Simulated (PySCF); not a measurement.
Input for PySCF: R-MP2/6-31G* on BrGeH3O (SMILES [OH][GeH2][Br]), a point of a torsion scan.

```python
from pyscf import gto, scf, dft, mp
from pyscf.data.elements import chemcore

mol = gto.M(
    atom='''
    O     1.25357116    0.16252347   -0.47113244
    Ge   -0.33699294   -0.23071141    0.09314779
    Br   -0.81359512   -2.16283527   -0.95706195
    H     1.86064021    0.65169389    0.07682640
    H    -1.31030569    0.82398164   -0.36704726
    H    -0.33612997   -0.46128517    1.58664999
    ''',
    basis='6-31g*',
    cart=True,
    charge=0, spin=0, verbose=3, max_memory=1800)
mf = scf.RHF(mol)
mf.conv_tol = 1e-8
mf.max_cycle = 100
mf.kernel()
if not mf.converged:
    mf = mf.newton().run(mf.mo_coeff, mf.mo_occ)
pt = mp.MP2(mf, frozen=chemcore(mol)).run()
```

Output:

```
converged SCF energy = -4723.84156082156
E(RMP2) = -4724.53554711461  E_corr = -0.693986293048552
E(SCS-RMP2) = -4724.487506994  E_corr = -0.645946172441105
```

The calculation finished and met its thresholds.

Cost: very roughly 4 core-seconds.
